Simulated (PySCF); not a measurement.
How far are cheaper levels from CCSD(T)/CBS for KCl?

PySCF; the state is a singlet (closed shell). The composite is CCSD(T) extrapolated to the basis-set limit from two correlation-consistent sets, with core-valence (CV) and scalar-relativistic (SR) terms as its label shows; it has no spin–orbit coupling and nothing beyond (T). Here it is CCSD(T)/CBS(DT)+CV. It gives Re = 2.667 Å, ωe = 280 cm⁻¹ and De = 4.33 eV to K + Cl.

```json
{"level": "RHF-MP2", "basis": "def2-SVP", "relativity": "no relativity", "Re (Å)": "2.685", "ωe (cm⁻¹)": "293", "De (eV)": "3.75"}
{"level": "RHF-MP2", "basis": "def2-SVPD", "relativity": "no relativity", "Re (Å)": "2.758", "ωe (cm⁻¹)": "265", "De (eV)": "4.33"}
{"level": "RHF-MP2", "basis": "def2-TZVPP", "relativity": "no relativity", "Re (Å)": "2.706", "ωe (cm⁻¹)": "278", "De (eV)": "4.23"}
{"level": "RHF-SCS-MP2", "basis": "def2-SVP", "relativity": "no relativity", "Re (Å)": "2.689", "ωe (cm⁻¹)": "292", "De (eV)": "3.68"}
{"level": "RHF-CCSD", "basis": "def2-TZVPP", "relativity": "no relativity", "Re (Å)": "2.716", "ωe (cm⁻¹)": "277", "De (eV)": "4.01"}
{"level": "RHF-CCSD(T)", "basis": "def2-TZVPP", "relativity": "no relativity", "Re (Å)": "2.713", "ωe (cm⁻¹)": "277", "De (eV)": "4.08"}
{"level": "PBE", "basis": "def2-SVPD", "relativity": "no relativity", "Re (Å)": "2.718", "ωe (cm⁻¹)": "270", "De (eV)": "4.34"}
{"level": "PW91", "basis": "def2-SVP", "relativity": "no relativity", "Re (Å)": "2.657", "ωe (cm⁻¹)": "291", "De (eV)": "4.14"}
{"level": "BLYP", "basis": "pcseg-1", "relativity": "no relativity", "Re (Å)": "2.692", "ωe (cm⁻¹)": "268", "De (eV)": "4.15"}
{"level": "r²SCAN", "basis": "def2-SVP", "relativity": "no relativity", "Re (Å)": "2.671", "ωe (cm⁻¹)": "294", "De (eV)": "4.22"}
```

Give the difference of each row from the composite.



```
      level       basis  ΔRe (pm)  Δωe (%)  ΔDe (eV)
    RHF-MP2    def2-SVP      +1.8     +4.6     -0.58
    RHF-MP2   def2-SVPD      +9.1     -5.4     +0.00
    RHF-MP2  def2-TZVPP      +3.9     -0.7     -0.10
RHF-SCS-MP2    def2-SVP      +2.2     +4.3     -0.65
   RHF-CCSD  def2-TZVPP      +4.9     -1.1     -0.32
RHF-CCSD(T)  def2-TZVPP      +4.6     -1.1     -0.25
        PBE   def2-SVPD      +5.1     -3.6     +0.01
       PW91    def2-SVP      -1.0     +3.9     -0.19
       BLYP     pcseg-1      +2.5     -4.3     -0.18
     r²SCAN    def2-SVP      +0.4     +5.0     -0.11
```

Which rows come closest in De?

RHF-MP2 in def2-SVPD (+0.00 eV); PBE in def2-SVPD (+0.01 eV), counted from the composite.

Correlated steps freeze 10 core orbitals. Correlated levels converge slowly with the basis: in double zeta they bind strong bonds too weakly, by up to about 1 eV, and carry superposition errors of some tenths. Where the molecule has an RHF reference, its open-shell atoms are computed with UHF.
